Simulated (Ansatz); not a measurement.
`BOC(C)F` and `CC(F)[SiH3]` differ in one atom or group.

Ansatz, PBE0-D4/def2-TZVP geometries, multiplicity 1. Each molecule was computed in one conformer, which needn't be the lowest.

```tsv
property	`BOC(C)F`
HOMO–LUMO gap (PBE0/def2-TZVPP) / eV	8.27
HOMO–LUMO gap (ωB97M-V/def2-TZVPP) / eV	12.53
HOMO energy (PBE/def2-TZVPP) / eV	-7.44
HOMO energy (B3LYP/def2-TZVPP) / eV	-8.77
HOMO–LUMO gap (B3LYP/def2-TZVPP) / eV	7.82
size of the dipole moment (PBE/def2-TZVPP) / D	1.88
```

Problem. Give the same properties after the change, and the shifts. (An estimate is asked.)

Solution. Computed: 
```
                                      property  `CC(F)[SiH3]`  shift
          HOMO–LUMO gap (PBE0/def2-TZVPP) / eV           8.89   0.62
       HOMO–LUMO gap (ωB97M-V/def2-TZVPP) / eV          12.73   0.20
             HOMO energy (PBE/def2-TZVPP) / eV          -6.90   0.54
           HOMO energy (B3LYP/def2-TZVPP) / eV          -8.15   0.62
         HOMO–LUMO gap (B3LYP/def2-TZVPP) / eV           8.45   0.63
size of the dipole moment (PBE/def2-TZVPP) / D           1.58  -0.30
```

With PBE0 the HOMO rises by 0.62 eV and the LUMO rises by 1.24 eV, so the gap widens by about 0.62 eV. PBE moves the HOMO by 0.54 eV and ωB97M-V by 0.72 eV. Dipoles are sizes alone; their direction can turn.

B3LYP here is the variant with VWN-RPA as its local correlation; programs differ in this.
